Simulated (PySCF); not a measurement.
Gas-phase reaction: GaCl3 + GaCl + 2 H = 2 GaHCl2

Energies from PySCF (xtb for GFN2), thermal terms from the rigid-rotor harmonic-oscillator model, ideal gas at 1 bar. † marks an energy on the PBE0/def2-TZVP geometry and frequencies; other levels use their own. MP2 freezes the core. 6-31G* has spherical d functions here. Open shells (unrestricted): H (multiplicity 2); the rest are closed-shell singlets. GFN2 has no spin-polarisation term. B3LYP is the form with VWN-RPA correlation. Ga: all electrons, no relativistic terms. GaHCl2: computed as isolated molecules; such fragments, hydroxides, amides, oligomers or adducts are transient or little studied in the gas. MP2 isn't extrapolated to the basis-set limit; its ΔH°(298 K) is -428.7 kJ in def2-SVP and -444.5 kJ in def2-TZVPP. The harmonic model lacks anharmonicity and excited electronic states, which grow with temperature; levels with a mode under 35 cm⁻¹ are left out.

```tsv
level	ΔE electronic, kJ	ΔH°(298 K), kJ	ΔS°(298 K), J/K	ΔG°(1400 K), kJ
B3LYP/6-31G*	-453	-428	-195	-139
BLYP/def2-TZVP†	-444	-419	-195	-129
GFN2-xTB	-525	-505	-193	-221
HF/6-31G*	-375	-348	-196	-56
HF/def2-TZVP†	-379	-353	-195	-64
MP2/def2-SVP†	-455	-429	-195	-139
MP2/def2-TZVPP†	-470	-445	-195	-155
PBE0/def2-SVP†	-466	-441	-195	-151
PBE0/def2-TZVP	-465	-439	-195	-149
ωB97X-V/def2-TZVP†	-487	-462	-195	-172
```
ΔH° is lowest at GFN2-xTB and highest at HF/6-31G*. No reference value is set beside these.
